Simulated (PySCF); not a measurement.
C₆H₂F₄.
Numbering: `[F:1][c:2]1[cH:3][c:4]([F:5])[c:6]([F:7])[c:8]([F:9])[cH:10]1` (hydrogens: H11 on C3; H12 on C10)

The same species was optimised twice, with GFN2-xTB and with PBE0-D3(BJ)/def2-SVP (PySCF), and the same property calculations (PySCF, gas phase) were run on both structures.

```
   coordinate  GFN2-xTB  PBE0-D3(BJ)/def2-SVP  change
    C6–F7 (Å)     1.336                 1.322  -0.014
    C8–F9 (Å)     1.335                 1.323  -0.012
    C4–F5 (Å)     1.335                 1.323  -0.012
    F1–C2 (Å)     1.338                 1.327  -0.011
   C2–C10 (Å)     1.384                 1.390  +0.006
    C2–C3 (Å)     1.384                 1.389  +0.005
    C3–C4 (Å)     1.383                 1.389  +0.006
   C8–C10 (Å)     1.384                 1.389  +0.005
    C6–C8 (Å)     1.392                 1.395  +0.003
    C4–C6 (Å)     1.392                 1.394  +0.002
 C6–C8–F9 (°)     119.5                 118.4    -1.1
 F5–C4–C6 (°)     119.5                 118.5    -1.0
F9–C8–C10 (°)     119.3                 120.1    +0.8
 C3–C4–F5 (°)     119.3                 120.1    +0.8
C6–C8–C10 (°)     121.2                 121.5    +0.3
 C3–C4–C6 (°)     121.2                 121.4    +0.2
C2–C10–C8 (°)     118.3                 118.1    -0.2
 C4–C6–C8 (°)     118.8                 118.6    -0.2
```

Rotational constants: A = 1744, B = 1246, C = 726.9 MHz (GFN2-xTB) against A = 1763, B = 1245, C = 729.9 MHz (PBE0-D3(BJ)/def2-SVP). Point groups within 0.08 Å: C2v and C2v. Atoms that the bonding makes alike are paired by their places after alignment.

On the GFN2-xTB structure: HOMO (eV) -7.68 [PBE0/pcSseg-1]; LUMO (eV) -0.98 [PBE0/pcSseg-1]; dipole (D) 1.40 [PBE0/pcSseg-1]; GIAO shielding of F1 (ppm) 288.2 [PBE0/pcSseg-1]; GIAO shielding of C2 (ppm) 20.4 [PBE0/pcSseg-1]; GIAO shielding of C3/C10 (mean) (ppm) 79.5 [PBE0/pcSseg-1]; GIAO shielding of C4/C8 (mean) (ppm) 24.8 [PBE0/pcSseg-1]; GIAO shielding of F5/F9 (mean) (ppm) 307.5 [PBE0/pcSseg-1]; GIAO shielding of C6 (ppm) 39.9 [PBE0/pcSseg-1]; GIAO shielding of F7 (ppm) 349.7 [PBE0/pcSseg-1].

Problem. What do these properties become on the PBE0-D3(BJ)/def2-SVP structure?

Solution. 
```tsv
property	level	on GFN2-xTB	on PBE0-D3(BJ)/def2-SVP	change
HOMO (eV)	PBE0/pcSseg-1	-7.68	-7.58	+0.10
LUMO (eV)	PBE0/pcSseg-1	-0.98	-0.92	+0.06
dipole (D)	PBE0/pcSseg-1	1.40	1.33	-0.07
energy, GFN2-xTB geometry as zero (kcal/mol)	PBE0/pcSseg-1	0.0	-0.1	-0.1
GIAO shielding of F1 (ppm)	PBE0/pcSseg-1	288.2	289.5	+1.3
GIAO shielding of C2 (ppm)	PBE0/pcSseg-1	20.4	20.4	0.0
GIAO shielding of C3/C10 (mean) (ppm)	PBE0/pcSseg-1	79.5	79.3	-0.2
GIAO shielding of C4/C8 (mean) (ppm)	PBE0/pcSseg-1	24.8	24.8	0.0
GIAO shielding of F5/F9 (mean) (ppm)	PBE0/pcSseg-1	307.5	309.9	+2.4
GIAO shielding of C6 (ppm)	PBE0/pcSseg-1	39.9	40.2	+0.3
GIAO shielding of F7 (ppm)	PBE0/pcSseg-1	349.7	352.6	+2.9
```

The heavy atoms differ by 0.012 Å rms after alignment. Among bonds between heavy atoms C6–F7 changes most (-0.014 Å). Changes are differences of the printed values. Neither structure is proved a minimum here.
